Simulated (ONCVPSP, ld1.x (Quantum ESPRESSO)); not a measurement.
**Potentials for P compared**

Generated with ld1.x 7.5 (TM, RRKJ, ultrasoft, PAW), atompaw 4.2 or ONCVPSP 4.0.1. The cutoff is in Ry: for ld1.x and atompaw files where the sum of valence levels is converged to 10 mRy in a Bessel basis, for ONCV files where the hardest occupied wave has 1 mHa per electron of residual kinetic energy. The error is the largest all-electron minus pseudo excitation energy over each file’s own four to seven test configurations (ionisations up to +4, promotions, holes and added fractions of an electron), all of which were solved. The labels leave out finer settings (local radius, basis sizes, second energies), which also bear on the numbers. Spin-polarised tests are not counted. The rows are a selection from randomly drawn settings: files with unsolved tests, undetermined cutoffs or missed reference levels are left out.

A true bound ghost makes a file unfit for plane-wave use even where its test errors are small: the radial tests pick states by their node count and pass the ghost by.

```csv
potential,cutoff (Ry),largest error (meV),bound ghosts
"PAW, LDA (PZ), scalar-relativistic, rc 1.45/1.75/1.35 (spd), local smoothed, core correction yes, reference 3s2 3p2.5",18,-44,none
"ultrasoft, PBEsol, non-relativistic, rc 1.90/2.00/1.50 (spd), local smoothed, core correction no, reference 3s2 3p2.5",12,+63,none
"TM, PBE, fully relativistic, rc 1.25/1.30 (sp), local p, core correction no, reference 3s1.5 3p3.5",55,+186,none
"TM, PBE, scalar-relativistic, rc 1.70/1.30 (sp), local p, core correction yes, reference 3s2 3p3",55,+139,none
"TM, BP86, non-relativistic, rc 1.60/1.25 (sp), local s, core correction yes, reference 3s1 3p4",70,+97,none
"RRKJ, PBE, non-relativistic, rc 1.40/1.55 (sp), local p, core correction no, reference 3s2 3p1",25,+144,none
"ONCV, PBE, scalar-relativistic, rc 1.35/1.80 (sp), local smoothed, core correction yes, reference 3s1.5 3p3.5, qcut 5.2/4.2, projectors 2/3",71,+8.6,s
```

(1) Fill in the row for P: ONCV, Wu-Cohen, non-relativistic, rc 0.82/0.75 (sp), local smoothed, core correction yes, reference 2s2 2p6 3s2 3p2.75, qcut 9.9/14.2, projectors 2/2.

Results:

(1) cutoff 421 Ry, largest error -482 meV, bound ghosts: none.
